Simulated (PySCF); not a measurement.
# Ionisation energy of Tl by level of theory

Tl [Xe] 4f14 5d10 6s2 6p1 [6p1/2^1, M_J = 1/2] → Tl⁺ [Xe] 4f14 5d10 6s2, as a difference of total energies. All numbers are calculated (PySCF 2.14, the two-component X2C-1e Hamiltonian, in x2c-TZVPall-2c with one added diffuse shell each of s, p, d, f type (12s12p10d4f, 126 functions)). Correlated levels: [Kr] 4d10 4f14 frozen; the 26 highest virtual spinors dropped. "Screened" scales the spin-orbit matrix elements by Boettger's factors to mimic the two-electron term; Breit and QED terms are absent.

| method | ionisation energy (eV) |
| --- | --- |
| GHF (spin-free) | 4.982 |
| GMP2 (spin-free) | 5.234 |
| GHF (screened spin-orbit) | 5.698 |
| GMP2 (screened spin-orbit) | 5.932 |

Task: How much does correlation contribute at GMP2 (screened spin-orbit)?

Result: 5.932 − (5.698) = 0.234 eV, measured against GHF (screened spin-orbit).

The spin-free rows lack the spin-orbit shift.

Errors of the correlated levels include the incompleteness of this basis and the frozen core.

For comparison: 6.108 eV (measured; NIST Atomic Spectra Database, ionization energies).
